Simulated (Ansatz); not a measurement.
`[I][SnH2][I]` + HCl → `[Cl][SnH2][I]` + HI at 500 K and 1 bar (ligand exchange at the Sn–I bond).

Gas-phase electronic energies from Ansatz, PBE0-D4/def2-TZVP geometries. CCSD(T)/CBS is the MP2 limit (def2-TZVPP, def2-QZVPP) plus CCSD(T) − MP2 in def2-TZVPP, frozen cores. This one scheme is used for every species. def2 core potentials past Kr. For I, Sn outer-core shells are correlated without core-valence functions, which leaves a few kJ/mol of doubt a bond.

| species | CCSD(T)/CBS energy (Eh) | H − E (kJ/mol) | S (J/(mol·K)) |
| --- | --- | --- | --- |
| `[I][SnH2][I]` | -810.18920 | 73.0 | 396.4 |
| HCl | -460.38127 | 32.5 | 201.9 |
| `[Cl][SnH2][I]` | -972.52417 | 73.5 | 381.8 |
| HI | -298.03592 | 28.6 | 221.6 |

H − E and S are ideal-gas, rigid-rotor, harmonic terms from PBE0-D4/def2-TZVP. 1 Eh = 2625.50 kJ/mol, R = 8.31446 J/(mol·K).

Q: By hand: ΔE, ΔH, ΔS and ΔG.

A: ΔE = (-972.52417) + (-298.03592) − (-810.18920) − (-460.38127) = 0.01038 Eh = 27.3 kJ/mol. Δ(H − E) = 73.5 + 28.6 − 73.0 − 32.5 = -3.4, so ΔH = 23.9 kJ/mol. ΔS = 381.8 + 221.6 − 396.4 − 201.9 = 5.1 J/(mol·K). ΔG = 23.9 − 500 × (5.1)/1000 = 21.3 kJ/mol.

Q: By hand: the equilibrium constant, and the temperature at which ΔG would vanish if ΔH and ΔS stayed fixed.

A: log₁₀ K = −ΔG/(RT ln 10) = -2.2. ΔG = 0 at ΔH/ΔS = 4686 K, far beyond where these terms or the molecules hold.

The number of gas molecules stays the same, so ΔS is small and ΔH decides. A doubt of 5 kJ/mol in ΔE shifts log₁₀ K by 0.5 here. Modes under 60 cm⁻¹, often nearly free rotors, make the harmonic entropy too high. These are equilibria of isolated gas molecules and say nothing of rates. Largest T1 diagnostic: 0.010 (customary marks: 0.02 for closed shells, 0.045 for open ones).
